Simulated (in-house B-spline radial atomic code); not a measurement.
Configurations of Tl3+, with energies counted from [Xe] 4f14 5d10. Computed with a B-spline radial code for spherical atoms: Dirac-Hartree-Fock, average of configuration, Fermi nucleus of rms radius 5.4759 fm. Energies include first-order Breit, QED and recoil terms.

Occupations are held fixed; configurations that lie above the ionisation limit could autoionise.

```csv
configuration,E - E(ref) (eV),highest orbital,its <r> (bohr)
[Xe] 4f14 (5d3/2)4 (5d5/2)5 (6p3/2)1,20.83,6p3/2,2.774
[Xe] (4f5/2)6 (4f7/2)7 5d10 (6f5/2)1,145.53,6f5/2,6.953
[Xe] (4f5/2)5 (4f7/2)8 5d10 (7f7/2)1,152.86,7f7/2,10.88
[Kr] (4d3/2)4 (4d5/2)5 4f14 5s2 5p6 5d10 (8p1/2)1,417.29,8p1/2,8.261
[Kr] (4d3/2)4 (4d5/2)5 4f14 5s2 5p6 5d10 (8d3/2)1,419.7,8d3/2,10.56
[Kr] (4d3/2)4 (4d5/2)5 4f14 5s2 5p6 5d10 (7f5/2)1,420.49,7f5/2,10.88
[Kr] (4d3/2)3 (4d5/2)6 4f14 5s2 5p6 5d10 (9f7/2)1,444.32,9f7/2,21
```

Order these further configurations by energy, lowest first.
A. [Kr] 4d10 4f14 5s2 (5p1/2)1 (5p3/2)4 5d10 8s1
B. [Kr] (4d3/2)3 (4d5/2)6 4f14 5s2 5p6 5d10 (8f5/2)1
C. [Xe] (4f5/2)5 (4f7/2)8 5d10 (5g9/2)1
D. [Kr] 4d10 4f14 5s2 (5p1/2)2 (5p3/2)3 5d10 (7p1/2)1
E. [Xe] 4f14 (5d3/2)4 (5d5/2)5 9s1

E (41.974 eV), D (98.404 eV), A (123.18 eV), C (150.65 eV), B (443.18 eV).

How far above the reference does [Xe] (4f5/2)5 (4f7/2)8 5d10 (9d3/2)1 lie?

154.17 eV; its least bound orbital is 9d3/2 with <r> = 15.07 bohr.

How far above the reference does [Xe] (4f5/2)6 (4f7/2)7 5d10 (7d5/2)1 lie?

144.04 eV; its least bound orbital is 7d5/2 with <r> = 6.886 bohr.

How far above the reference does [Kr] 4d10 4f14 5s2 (5p1/2)2 (5p3/2)3 5d10 6s1 lie?

74.257 eV; its least bound orbital is 6s1/2 with <r> = 2.179 bohr.
